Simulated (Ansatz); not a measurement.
Total energies of `C=CN[SiH3]`.

```xyz
11

C     0.6766    0.6546    1.9493
C    -0.0700    0.2601    0.9189
N     0.3441    0.1125   -0.3910
Si   -0.5773   -0.6128   -1.6607
H     1.7301    0.8883    1.8397
H     0.2369    0.7573    2.9309
H    -1.1225    0.0337    1.0744
H     1.3159    0.3311   -0.5502
H     0.0582   -0.2063   -2.9385
H    -0.6170   -2.1009   -1.6000
H    -1.9750   -0.1176   -1.5727
```

Total charge 0; spin multiplicity 1. The geometry is a stationary point of PBE0-D4/def2-TZVP. It is one conformer, not always the lowest. Basis def2-TZVPP, Ansatz.

RPA on PBE orbitals: Hartree–Fock energy of these orbitals -423.20694 Eh, correlation -1.13638 Eh (frozen core).

| functional | energy without D4 (Eh) | D4 term (kJ/mol) |
| --- | --- | --- |
| LDA (SPW92) | -422.34436 | – |
| PBE | -424.38863 | -19.2 |
| revPBE | -424.61829 | -63.8 |
| r2SCAN | -424.61262 | -4.8 |
| B97M-V | -424.64009 | – |
| PBE0 | -424.43375 | -16.1 |
| r2SCANh | -424.60484 | -5.1 |
| BHLYP | -424.64134 | -22.3 |
| ωB97X-V | -424.63432 | – |
| PBE-QIDH | -424.32903 | – |

Question: Give the same for BLYP, B3LYP, r2SCAN0, HSE06 (plane-wave form), CAM-B3LYP, LC-ωPBE, ωB97M-V, B2PLYP. (Best estimate.)

Answer: Computed: 
```csv
functional,energy without D4 (Eh),D4 term (kJ/mol)
BLYP,-424.65794,-43.0
B3LYP,-424.75405,-30.9
r2SCAN0,-424.59409,-5.6
HSE06 (plane-wave form),-424.41920,-14.9
CAM-B3LYP,-424.65890,-16.2
LC-ωPBE,-424.54254,–
ωB97M-V,-424.62998,–
B2PLYP,-424.48244,–
```

B3LYP takes the VWN-RPA correlation (the form of Gaussian; ORCA's B3LYP/G). HSE06 is the plane-wave form, built on full-range PBE exchange. The double hybrids freeze the cores in their second-order part.

LC-ωPBE has ω = 0.4 bohr⁻¹.
